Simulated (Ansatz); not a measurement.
Geometry optimisation, UKS PBE-D4/def2-SVP (Ansatz).

input.yaml

```yaml
crystal:
  periodic: [false, false, false]
  atoms:
    - { symbol: W, position_ang: [0.244518, 0.635789, 0.247879] }
    - { symbol: F, position_ang: [0.330938, 0.927493, 2.084207] }
    - { symbol: H, position_ang: [1.491248, -0.403765, -0.237495] }
    - { symbol: F, position_ang: [-0.218792, 1.756706, -1.19556] }
    - { symbol: H, position_ang: [-1.311147, 0.042779, 0.267206] }
    - { symbol: H, position_ang: [-0.054547, -0.957555, 0.799088] }
    - { symbol: H, position_ang: [-0.196236, -0.596255, -0.822556] }
    - { symbol: F, position_ang: [-0.285982, -1.275192, 2.777232] }
magnetization:
  spin_polarized: true
  initial_magnetization: 1
basis:
  gaussian: { orbitals: def2-SVP }
hamiltonian:
  xc: pbe
  dispersion: d4
relax:
  f_tol: 0.03
  max_steps: 50
output:
  orbitals: {}
```

Launched with:

```bash
$ ansatz run input.yaml --threads 4 --pin off --max-ram 5120MiB --backend cpu --events-out ev --progress --plain --runs-dir out
```

Question: Where does it end, and by what steps?

Answer: It converged. After 18 steps the energy has fallen by 3.645 eV; F8 moved furthest, 0.87 Å. Joined: W1–F8 (3.21 → 2.38 Å), H6–F8 (2.02 → 0.97 Å).

```json
{"step": "0", "energy less start (eV)": "0.0000", "largest force component (eV/Å)": "0.878", "accepted": "yes"}
{"step": "1", "energy less start (eV)": "-0.3948", "largest force component (eV/Å)": "1.497", "accepted": "yes"}
{"step": "2", "energy less start (eV)": "-0.9113", "largest force component (eV/Å)": "2.267", "accepted": "yes"}
{"step": "3", "energy less start (eV)": "-1.9213", "largest force component (eV/Å)": "2.938", "accepted": "yes"}
{"step": "4", "energy less start (eV)": "-1.8216", "largest force component (eV/Å)": "11.615", "accepted": "no"}
{"step": "5", "energy less start (eV)": "-2.4123", "largest force component (eV/Å)": "2.477", "accepted": "yes"}
{"step": "6", "energy less start (eV)": "-2.6822", "largest force component (eV/Å)": "1.857", "accepted": "yes"}
{"step": "7", "energy less start (eV)": "-2.9422", "largest force component (eV/Å)": "1.038", "accepted": "yes"}
{"step": "8", "energy less start (eV)": "-3.1637", "largest force component (eV/Å)": "1.578", "accepted": "yes"}
{"step": "9", "energy less start (eV)": "-3.3527", "largest force component (eV/Å)": "1.043", "accepted": "yes"}
{"step": "10", "energy less start (eV)": "-3.4088", "largest force component (eV/Å)": "0.811", "accepted": "yes"}
{"step": "11", "energy less start (eV)": "-3.4082", "largest force component (eV/Å)": "2.136", "accepted": "no"}
{"step": "12", "energy less start (eV)": "-3.5451", "largest force component (eV/Å)": "0.412", "accepted": "yes"}
{"step": "13", "energy less start (eV)": "-3.6141", "largest force component (eV/Å)": "0.318", "accepted": "yes"}
{"step": "14", "energy less start (eV)": "-3.6381", "largest force component (eV/Å)": "0.470", "accepted": "yes"}
{"step": "15", "energy less start (eV)": "-3.6431", "largest force component (eV/Å)": "0.122", "accepted": "yes"}
{"step": "16", "energy less start (eV)": "-3.6444", "largest force component (eV/Å)": "0.137", "accepted": "yes"}
{"step": "17", "energy less start (eV)": "-3.6445", "largest force component (eV/Å)": "0.086", "accepted": "yes"}
{"step": "18", "energy less start (eV)": "-3.6451", "largest force component (eV/Å)": "0.023", "accepted": "yes"}
```

```xyz
8
Properties=species:S:1:pos:R:3
W 0.084 0.608 0.339
F 0.445 1.423 1.982
H 1.370 -0.269 -0.327
F 0.132 1.907 -1.008
H -1.542 0.219 0.058
H -0.212 -1.626 1.155
H -0.260 -1.006 -0.237
F -0.017 -1.126 1.959
```

Whether the end is a true minimum wasn't checked by a vibrational analysis.

The run took 33 s on 4 threads of Arm Neoverse V2 (shared host), peak memory 0.22 GiB.
